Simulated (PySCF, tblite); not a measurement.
Isomers of C4H9ClSi, one GFN2-xTB conformer each. Single-point energies are computed at PBE0/pcSseg-1 (PySCF, gas phase, no added dispersion term), electronic only.

Question: Rank them by PBE0/pcSseg-1 energy, lowest first (kcal/mol).
A. `C/C([SiH3])=C(\C)Cl`
B. `[CH2:1]=[CH:2][SiH2:3][C@H:4]([CH3:5])[Cl:6]` with C1–C2–Si3–C4 -133°, C2–Si3–C4–C5 58°
C. `[Cl:1][CH2:2][C@@H:3]1[CH2:4][CH2:5][SiH2:6]1` with Cl1–C2–C3–C4 60°, C2–C3–C4–C5 -112°, C3–C4–C5–Si6 -8°, C4–C5–Si6–C3 6°, C2–C3–Si6–C5 111°

Answer: C (0.0), B (0.5), A (1.0).

As drawn, the lowest has a four-membered ring, which the highest lacks; the highest has a C=C bond outside aromatic rings, which the lowest lacks. Neighbours under 2.5 kcal/mol apart (ClC[C@@H]1CC[SiH2]1 and C=C[SiH2][C@H](C)Cl; C=C[SiH2][C@H](C)Cl and C/C([SiH3])=C(\C)Cl) can change places with a better method, another conformer or zero-point energy. GFN2-xTB itself gives, in the same order: 5.8, 20.1, 0.0. GFN2-xTB puts C/C([SiH3])=C(\C)Cl lowest instead; measured from each level's own lowest isomer, the values differ by up to 19.6 kcal/mol (C=C[SiH2][C@H](C)Cl: 20.1 against 0.5).

Question: Which frontier levels, dipoles and rotational constants go with these structures?

Answer: 
| SMILES | HOMO (eV, PBE0/pcSseg-1) | LUMO (eV) | dipole (D) | A, B, C (MHz) |
| --- | --- | --- | --- | --- |
| ClC[C@@H]1CC[SiH2]1 | -7.90 | 0.19 | 1.78 | 3513, 1684, 1601 |
| C=C[SiH2][C@H](C)Cl | -7.80 | -0.50 | 2.03 | 3353, 1301, 1230 |
| C/C([SiH3])=C(\C)Cl | -7.04 | -0.42 | 2.12 | 2639, 1998, 1169 |

Question: What happens when harmonic zero-point energies from GFN2-xTB frequencies are added?

Answer: 
```csv
SMILES,ZPE (kcal/mol),electronic (kcal/mol),with ZPE (kcal/mol)
ClC[C@@H]1CC[SiH2]1,73.1,0.0,2.4
C=C[SiH2][C@H](C)Cl,70.9,0.5,0.7
C/C([SiH3])=C(\C)Cl,69.7,1.0,0.0
```

The zero-point energies span 3.4 kcal/mol. C/C([SiH3])=C(\C)Cl becomes the lowest.

Question: As an exercise, what shares would exp(−E/RT) give at 500 K from these electronic energies alone (no entropy, no degeneracies)?

Answer: RT = 0.994 kcal/mol: ClC[C@@H]1CC[SiH2]1 51.3 %, C=C[SiH2][C@H](C)Cl 30.1 %, C/C([SiH3])=C(\C)Cl 18.7 %.
